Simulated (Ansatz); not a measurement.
One change: `C#[C][SnH]([CH3])[F]` becomes `[CH3][SnH2][F]`.

Ansatz, PBE0-D4/def2-TZVP geometries, multiplicity 1. 

Elements past krypton have def2 core potentials.

| property | `C#[C][SnH]([CH3])[F]` |
| --- | --- |
| size of the dipole moment (PBE/def2-TZVPP) / D | 2.94 |
| LUMO energy (ωB97M-V/def2-TZVPP) / eV | 0.99 |
| HOMO–LUMO gap (B3LYP/def2-TZVPP) / eV | 7.07 |
| zero-point energy (PBE0-D4/def2-TZVP) / kJ/mol | 166.6 |
| HOMO–LUMO gap (ωB97M-V/def2-TZVPP) / eV | 11.50 |
| size of the dipole moment (B3LYP/def2-TZVPP) / D | 3.08 |

Question: Give the same properties after the change, and the shifts. (Best estimate.)

Answer: Computed: 
```json
{"property": "size of the dipole moment (PBE/def2-TZVPP) / D", "`[CH3][SnH2][F]`": "2.90", "shift": "-0.04"}
{"property": "LUMO energy (ωB97M-V/def2-TZVPP) / eV", "`[CH3][SnH2][F]`": "1.07", "shift": "0.08"}
{"property": "HOMO–LUMO gap (B3LYP/def2-TZVPP) / eV", "`[CH3][SnH2][F]`": "7.82", "shift": "0.75"}
{"property": "zero-point energy (PBE0-D4/def2-TZVP) / kJ/mol", "`[CH3][SnH2][F]`": "135.2", "shift": "-31.4"}
{"property": "HOMO–LUMO gap (ωB97M-V/def2-TZVPP) / eV", "`[CH3][SnH2][F]`": "11.98", "shift": "0.48"}
{"property": "size of the dipole moment (B3LYP/def2-TZVPP) / D", "`[CH3][SnH2][F]`": "3.05", "shift": "-0.03"}
```

With PBE0 the HOMO falls by 0.43 eV and the LUMO rises by 0.33 eV, so the gap widens by about 0.76 eV. PBE moves the HOMO by -0.31 eV and ωB97M-V by -0.40 eV. The zero-point energy changes by -31.4 kJ/mol with -6 modes. Dipoles are sizes alone; their direction can turn.

B3LYP here is the variant with VWN-RPA as its local correlation; programs differ in this.
